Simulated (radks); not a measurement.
Rb2+, configuration [Ar] 3d10 4s2 4p5 (the NIST ground configuration). All-electron calculation, scalar-relativistic Kohn-Sham, BLYP, spin-unpolarised, spherical densities, point nucleus. Program: a radial shooting solver on a logarithmic mesh with Libxc functionals.

Normalised radial functions P(r) = r R(r), r in bohr:

```
   r/bohr * 3s, o 3p, + 4s (the largest magnitude, 1.57, reaches the edge; | marks zero, & curves that meet)
 0.001763                             o+*
 0.002295                             o+*
 0.002988                             o+ *
 0.003891                             o+  *
 0.005067                             o + *
 0.006598                             o +  *
 0.008523                             |o+   *
   0.0111                             |o +   *
  0.01445                             | o+    *
  0.01882                             |  &     *
   0.0245                             |  +o   *
   0.0319                             | +   o*
  0.04154                             |+  *   o
   0.0541                            *+          o
  0.07044                      *    + |            o
  0.09172                 *       +   |             o
   0.1194              *         +    |            o
   0.1555                 *       +   |      o
   0.2009                          * &|
   0.2616                o            |   +     *
   0.3406       o                     |       +             *
   0.4435   o                         |       +                  *
   0.5775      o                      | +                    *
    0.752              o       +      |              *
   0.9792               +     o       |      *
    1.275             +            o  | *
     1.66               +            o*
    2.162                     +       &
    2.815                          +  &
    3.666                            +&
    4.773                             &
```

3s: eigenvalue -317.61 eV, 2 radial nodes at r = 0.0517, 0.217 bohr, <r> = 0.511 bohr, 90 % of the charge inside 0.758 bohr. 3p: eigenvalue -244.61 eV, 1 radial node at r = 0.194 bohr, <r> = 0.519 bohr, 90 % of the charge inside 0.789 bohr. 4s: eigenvalue -50.218 eV, 3 radial nodes at r = 0.0514, 0.209, 0.617 bohr, <r> = 1.42 bohr, 90 % of the charge inside 2.09 bohr.
